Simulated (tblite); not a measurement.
Compound: C3H7FOSSi.
Numbering: `[CH2:1]=[CH:2][O:3][Si@@H:4]([F:5])[S:6][CH3:7]` (hydrogens: H8, H9 on C1; H10 on C2; H11 on Si4; H12, H13, H14 on C7)

Computed with GFN2-xTB (tblite), gas phase: nudged elastic band of 9 images (0 to 8), spring 0.2 eV/Å², climbing image at the end, force threshold 0.05 eV/Å. No saddle search or frequency run followed, so the top image need not be a first-order saddle, and its height can exceed the method's true barrier by a kcal/mol or more.

The band describes a rotation about Si4–O3 (fluorine-bound silicon, silyl ether oxygen), followed by the dihedral F5–Si4–O3–C2, from the optimised start (-177°) to a second optimised geometry at -71°.

Task: How does the energy change from image to image?

Result: 
| image | dihedral (°) | E (kcal/mol) | Si4–O3 (Å) | F5···C2 (Å) | largest true force (eV/Å) |
| --- | --- | --- | --- | --- | --- |
| 0 | -177 | 0.00 | 1.607 | 3.82 | 0.01 |
| 1 | -164 | 0.10 | 1.607 | 3.82 | 0.03 |
| 2 | -151 | 0.45 | 1.606 | 3.81 | 0.04 |
| 3 | -136 | 0.97 | 1.605 | 3.78 | 0.04 |
| 4 | -118 | 1.46 | 1.604 | 3.74 | 0.05 |
| 5 | -103 | 1.77 | 1.603 | 3.69 | 0.05 |
| 6 | -89 | 1.87 | 1.604 | 3.61 | 0.05 |
| 7 | -74 | 1.74 | 1.606 | 3.50 | 0.05 |
| 8 | -71 | 1.34 | 1.605 | 3.50 | 0.01 |

Barriers of this band. The top is image 6 at -89°: 1.87 kcal/mol forward and 0.53 kcal/mol back; the end lies 1.34 kcal/mol above the start. The central bond is 0.003 Å shorter at the top than at the start.

Other torsions move too; by image: O3–Si4–S6–C7 (-157, -157, -158, -159, -161, -160, -160, -160, -174°).

Task: What rate follows at 298 K for crossing this barrier forward?

Result: Taking the electronic barrier for the free energy of activation (no zero-point or entropy terms, transmission 1), rate = (kT/h)·exp(−ΔE/kT) ≈ 3 × 10^11 s⁻¹, whose inverse is 4 × 10^-12 s. An error of 1 kcal/mol in the barrier changes this by a factor of 5, and the method and the loose band can each miss by that much or more. The barrier is only 3.2 kT, where transition-state theory is rough.

Task: How would the two end points share their population at 298 K, from these energies alone?

Result: exp(−ΔE/kT) with ΔE = 0.058 eV gives 0.1 for the higher one (end) against 1 for the lower, without vibrational, rotational or degeneracy terms. GFN2-xTB can put conformers this close in the wrong order.

What follows is the cost of the whole band run. Time: 4.0 s of wall time. Hardware: Arm Neoverse V1, one thread, no GPU, on a shared host.
